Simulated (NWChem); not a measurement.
System: CrNH₂O₂F; SMILES [NH2][Cr](=[O])(=[O])[F]

```xyz
7

Cr     0.0819    -0.0251     0.0000
O      0.9336     0.0942     1.2701
O      0.9336     0.0942    -1.2701
F     -0.7499    -1.5159     0.0000
N     -1.0686     1.3073     0.0000
H     -1.3379     1.7940     0.8513
H     -1.3379     1.7940    -0.8513
```
Atoms are numbered in this order, from 1.

Program: NWChem. Pople sets run with spherical d functions. Structure relaxed at the PBE0/def2-SVP level.

For level PBE0/3-21G:

- highest occupied level (eV): -8.53

How do the values read with level PBE0/6-31G* instead?


| Quantity | Result |
|---|---|
| highest occupied level (eV) | -8.79 |
